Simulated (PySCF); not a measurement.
## Calculated data, Al$_{2}$BH$_{3}$N, BH$_{6}$N$_{2}$Si, AlBCl$_{2}$H

Computed with PySCF 2.14.0. Calculation on a computer-drawn molecule: optimised geometry and harmonic frequencies of an isolated molecule of the commonest isotopes, restricted reference for singlets and unrestricted otherwise, frozen core in MP2.

Common to all runs: basis cc-pV(D+d)Z.

(1) Al$_{2}$BH$_{3}$N

Start structure:
```xyz
7
Al2BH3N
B     -2.4752     0.1190    -3.6207
Al    -1.1708     0.5973    -1.9722
N     -0.1577     0.9684    -0.6950
Al     0.8463     1.3394     0.5743
H     -3.6259     0.4151    -3.5482
H     -2.0200    -0.4320    -4.5728
H      1.7793     1.6838     1.7532
```

Settings of this run: charge 1, multiplicity 1 and method MP2.

The calculation gives: rotational constants 226.8, 1.485, 1.476 GHz; total energy -564.8138 hartree; convergence status largest gradient component 1.15e-05 hartree/bohr.

Drawn bonds:
```tsv
atom	other atom	order
1	2	1
2	3	2
3	4	1
1	5	1
1	6	1
4	7	1
```

Optimised structure:
```xyz
7
Al2BH3N
B     -2.4873     0.1145    -3.6361
Al    -1.1840     0.5923    -1.9907
N     -0.1540     0.9699    -0.6912
Al     0.8681     1.3475     0.6021
H     -3.6448     0.4143    -3.5582
H     -2.0258    -0.4404    -4.5926
H      1.8037     1.6928     1.7853
```

Modes:
```tsv
frequency (cm⁻¹)	reduced mass (dalton)
43	5.12
46.89	5.304
130.7	5.281
139.7	7.525
427.2	1.156
427.5	1.157
432.3	6.057
610.3	1.237
675.5	12.49
872.8	1.3
1149	1.112
1261	13.23
2111	1.051
2679	1.046
2804	1.132
```

(2) BH$_{6}$N$_{2}$Si

Start structure:
```xyz
10
BH6N2Si
N      0.1510     1.1349     0.6587
B      0.6380    -0.0498     0.2148
Si     2.1430    -0.2260    -1.0443
N      2.1968     0.6441    -2.4679
H      0.5034     2.0630     0.3376
H     -0.6958     1.2354     1.2673
H      0.0579    -1.0623     0.6250
H      3.4079    -0.9846    -1.0048
H      1.5010     1.2545    -2.8326
H      2.9803     0.6363    -3.0983
```

Here we set charge 1, multiplicity 1 and method HF.

It finds rotational constants 14.13, 3.002, 2.586 GHz; total energy -425.8437 hartree; convergence status largest gradient component 2.45e-05 hartree/bohr.

Drawn bonds:
```tsv
atom	other atom	order
1	2	1
2	3	1
3	4	1
1	5	1
1	6	1
2	7	1
3	8	1
4	9	1
4	10	1
```

Optimised structure:
```xyz
10
BH6N2Si
N      0.1120     1.1648     0.6629
B      0.5900    -0.0369     0.2200
Si     2.1687    -0.1531    -1.0834
N      2.2297     0.6510    -2.5157
H      0.4667     2.0685     0.4231
H     -0.6573     1.2080     1.3059
H      0.1323    -1.0837     0.5586
H      3.3467    -1.0027    -0.8910
H      1.5094     1.2681    -2.8500
H      2.9853     0.5614    -3.1749
```

Modes:
```tsv
frequency (cm⁻¹)	reduced mass (dalton)
53.25	2.255
151.5	2.551
272.9	1.735
444.9	1.931
534.2	2.415
593	1.612
685.3	1.245
725.4	1.07
744	1.229
771.9	1.115
955	1.118
964.7	1.181
976.4	1.328
1057	4.402
1204	1.403
1456	3.539
1689	1.132
1774	1.251
2419	1.044
2777	1.099
3742	1.052
3783	1.054
3838	1.098
3886	1.098
```

(3) AlBCl$_{2}$H

Start structure:
```xyz
5
AlBCl2H
Cl     0.1819     0.2154    -0.0911
B     -0.0149     0.9114     1.4588
Al    -0.4778     1.6671     3.2894
Cl    -0.0780     0.4359     4.9665
H     -1.0398     3.1125     3.4974
```

Settings of this run: charge 0, multiplicity 2 and method MP2.

It finds rotational constants 11.66, 1.052, 0.9645 GHz; total energy -1186.6363 hartree; spin squared 0.7598; convergence status largest gradient component 2.633e-05 hartree/bohr.

Drawn bonds:
```tsv
atom	other atom	order
1	2	1
2	3	1
3	4	1
3	5	1
```

Optimised structure:
```xyz
5
AlBCl2H
Cl     0.2254     0.2341    -0.0795
B     -0.0893     0.8851     1.4567
Al    -0.4678     1.6710     3.2938
Cl    -0.0670     0.4310     4.9615
H     -1.0300     3.1212     3.4884
```

Modes:
```tsv
frequency (cm⁻¹)	reduced mass (dalton)
77.05	19.36
95.67	11.04
292.4	9.658
398.5	17.04
407.6	1.19
534.1	6.752
649.2	1.226
1142	12.21
2015	1.043
```
